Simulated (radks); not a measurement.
K I, configuration [Ar] 4s1 (the NIST ground configuration). Method: non-relativistic Kohn-Sham, Wu-Cohen GGA, spin-polarised, spherical densities, point nucleus; open shells are filled with parallel spins first; computed with a radial shooting solver on a logarithmic mesh with Libxc functionals.

Normalised radial functions P(r) = r R(r), r in bohr:

```
   r/bohr * 3s up, o 4s up (the largest magnitude, 0.902, reaches the edge; | marks zero, & curves that meet)
 0.006056                             |o *
  0.00918                             |o  *
  0.01392                             |o   *
   0.0211                             | o    *
  0.03198                             | o     *
  0.04848                             | o     *
  0.07348                             |o    *
   0.1114                            *o
   0.1689                    *      o |
    0.256              *           o  |
    0.388                    *      o |
   0.5882                             |  o      *
   0.8917                             |     o                    *
    1.352                             |  o                       *
    2.049                        o    |            *
    3.106                o            |  *
    4.708               o             *
    7.137                     o       *
    10.82                           o *
     16.4                             &
```

3s up: eigenvalue -34.916 eV, 2 radial nodes at r = 0.108, 0.484 bohr, <r> = 1.28 bohr, 90 % of the charge inside 1.93 bohr. 4s up: eigenvalue -2.532 eV, 3 radial nodes at r = 0.108, 0.473, 1.60 bohr, <r> = 4.93 bohr, 90 % of the charge inside 7.41 bohr.
